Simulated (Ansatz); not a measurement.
The cluster Pd4⁻: single points at one geometry.

```yaml
crystal:
  periodic: [false, false, false]
  atoms:
    - {symbol: Pd, position_ang: [0.890274, 1.342925, -0.209758]}
    - {symbol: Pd, position_ang: [0.772565, -1.227456, -0.732456]}
    - {symbol: Pd, position_ang: [-1.482282, 0.116510, -0.656196]}
    - {symbol: Pd, position_ang: [-0.180557, -0.231969, 1.598409]}
basis:
  gaussian: {orbitals: def2-TZVPD, initial_orbitals: start.molden}
total_charge: -1
magnetization: {spin_polarized: true, initial_magnetization: 1}
hamiltonian: {xc: {text: "exchange = 0.65*pbe_x + 0.35*exact_x\ncorrelation = pbe_c"}}
scf: {omitted_lower_state_checks: [starts]}
output: {orbitals: {seedname: orbitals}}
```

The file start.molden holds the orbitals of an earlier run on this structure, at another level or in another basis.

```sh
$ ansatz run in.yaml --threads 4 --pin off --events-out ev --progress --plain --max-ram 3916MiB
```

Shortened log:

```
Functional definition: unnamed
1560 factors; integrals over basis functions are off by at most 1.8e-4 eV
mean field evaluation 1: about -13921.1666 eV, gradient 2.4e0 eV
mean field evaluation 2: about -13921.2234 eV, gradient 9.2e-2 eV
mean field evaluation 4: about -13921.5672 eV, gradient 1.2e-2 eV
mean field evaluation 8: about -13921.5727 eV, gradient 1.3e-1 eV
mean field evaluation 16: about -13921.5848 eV, gradient 4.6e-2 eV
mean field -13921.58490850 eV, -511.6088089981 hartree, gradient 7.0e-6 eV, S^2 0.846757; 0 other end points of the search recorded, 0 dependent functions left out
reference -13921.58493357 eV, -511.6088099196 hartree; 37, 36 occupied and 123, 124 virtual orbitals, 1560 factors
Total energy: -13921.58493357 eV, -511.6088099196 hartree
Checks for a lower state left out: starts
```

Hardware: 4 threads of Arm Neoverse V2 on a shared host. Wall time 20 s, peak host memory 0.72 GiB.

The first input with `hamiltonian: {xc: {name: BHLYP}, dispersion: d4}` (abridged; 55 s):

```
Functional definition: BHLYP
mean field evaluation 16: about -13910.9218 eV, gradient 6.1e-5 eV
mean field evaluation 32: about -13910.9218 eV, gradient 2.6e-6 eV
mean field -13910.92179813 eV, -511.2169469200 hartree, gradient 2.6e-6 eV, S^2 0.800118
Total energy: -13911.41266731 eV, -511.2349860295 hartree
Checks for a lower state left out: starts
```

As the first input, with `hamiltonian: {xc: pbe, dispersion: d4}`, `output: {forces: true, orbitals: {seedname: orbitals}}` (abridged; 9.5 s):

```
Functional definition: PBE
mean field evaluation 16: about -13927.9239 eV, gradient 2.1e-6 eV
mean field -13927.92394087 eV, -511.8417641412 hartree, gradient 2.1e-6 eV, S^2 0.852354
Total energy: -13928.17069038 eV, -511.8508320183 hartree
Atom 0 force    -0.011125    -0.011394     0.001064 eV/Å
Atom 1 force    -0.007727     0.010058     0.009605 eV/Å
Atom 2 force     0.016461     0.001135     0.007129 eV/Å
Atom 3 force     0.002391     0.000200    -0.017798 eV/Å
Dipole moment:     0.000033     0.000003    -0.000020 e Å
Checks for a lower state left out: starts
```

The first input with `hamiltonian: {xc: {text: "exchange = 0.95*pbe_x + 0.05*exact_x\ncorrelation = pbe_c"}}` (abridged; 8 s):

```
Functional definition: unnamed
mean field -13926.94389171 eV, -511.8057479986 hartree, gradient 8.5e-6 eV, S^2 0.868329
Total energy: -13926.94392699 eV, -511.8057492954 hartree
Checks for a lower state left out: starts
```

The first input with `gaussian: {orbitals: def2-SVPD, initial_orbitals: start.molden}`, `hamiltonian: {xc: pbe, dispersion: d4}` (abridged; 6 s):

```
Functional definition: PBE
mean field evaluation 16: about -13924.2566 eV, gradient 1.9e-5 eV
mean field -13924.25659961 eV, -511.7069918354 hartree, gradient 3.3e-6 eV, S^2 0.839933
Total energy: -13924.50334682 eV, -511.7160596282 hartree
Checks for a lower state left out: starts
```

First input, but with `hamiltonian: {xc: {name: B97M-V}}` (abridged; 75 s):

```
Functional definition: B97M-V
mean field evaluation 16: about -13923.8472 eV, gradient 2.1e-6 eV
mean field -13923.84718384 eV, -511.6919460837 hartree, gradient 2.1e-6 eV, S^2 0.910861
Total energy: -13923.84723687 eV, -511.6919480325 hartree
Checks for a lower state left out: starts
```

As the first input, with `hamiltonian: {xc: {text: "exchange = 0.85*pbe_x + 0.15*exact_x\ncorrelation = pbe_c"}}` (abridged; 18 s):

```
Functional definition: unnamed
mean field -13925.06047648 eV, -511.7365337655 hartree, gradient 8.0e-6 eV, S^2 0.888164
Total energy: -13925.06050864 eV, -511.7365349475 hartree
Checks for a lower state left out: starts
```

Geometry: PBE-D4/def2-SVPD.

In the def2 sets Pd takes a core potential; there is no spin–orbit coupling. At PBE with 35 % exact exchange/def2-TZVPD, PBE-D4/def2-TZVPD, PBE with 5 % exact exchange/def2-TZVPD, PBE-D4/def2-SVPD and others the charge -1 doublet is spin-contaminated (final ⟨S²⟩ up to 0.91, 0.75 for a pure state). At PBE-D4/def2-TZVPD, PBE with 5 % exact exchange/def2-TZVPD, PBE-D4/def2-SVPD, B97M-V/def2-TZVPD and others the highest occupied level of the charge -1 doublet lies above zero (up to 0.94 eV). By energy differences its removal costs 1.27 eV (vertical, to the charge 0 triplet, at PBE0-D4/def2-TZVPD). At PBE-D4/def2-TZVPD, PBE-D4/def2-SVPD the gap within one spin of the charge -1 doublet nearly closes, so an electron or hole may be smeared out by delocalisation error. The structure comes from a short search, and lower isomers may exist.
